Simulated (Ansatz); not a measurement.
The cluster SnS₂ was relaxed with r2SCAN-D4 (def2-TZVP) in Ansatz in these states: neutral quintet, neutral singlet, neutral triplet. The geometries follow in no particular order.

In the def2 sets Sn takes a core potential; there is no spin–orbit coupling.

A:

Cartesian coordinates in Å:
```
Sn 0.5786 1.1671 -0.9311
S -1.1989 0.1248 0.7882
S 0.6203 -1.2919 0.1428
```

B:

```xyz
3

Sn    0.267   -1.329    0.461
S     0.826    0.989    0.151
S    -1.093    0.339   -0.612
```

C:

```tsv
atom	x (Å)	y (Å)	z (Å)
Sn1	-1.1542	1.1120	0.0566
S2	-0.0882	-1.2581	0.1978
S3	1.2424	0.1460	-0.2545
```

Problem. Judge from the bond lengths which geometry belongs to which state (an estimate).

Solution. A is the neutral quintet (S2–S3 2.394 Å, Sn1–S2 2.684 Å, Sn1–S3 2.684 Å); B is the neutral singlet (S2–S3 2.165 Å, Sn1–S2 2.405 Å, Sn1–S3 2.405 Å); C is the neutral triplet (S2–S3 1.987 Å, Sn1–S2 2.603 Å, Sn1–S3 2.603 Å).

At PBE0-D4/def2-TZVP a singlet lies 4.44 eV below the neutral quintet. At PBE0-D4/def2-TZVP a singlet lies 1.01 eV below the neutral triplet. These are the stationary points nearest to one start from a short search; other shapes may lie lower in each state.
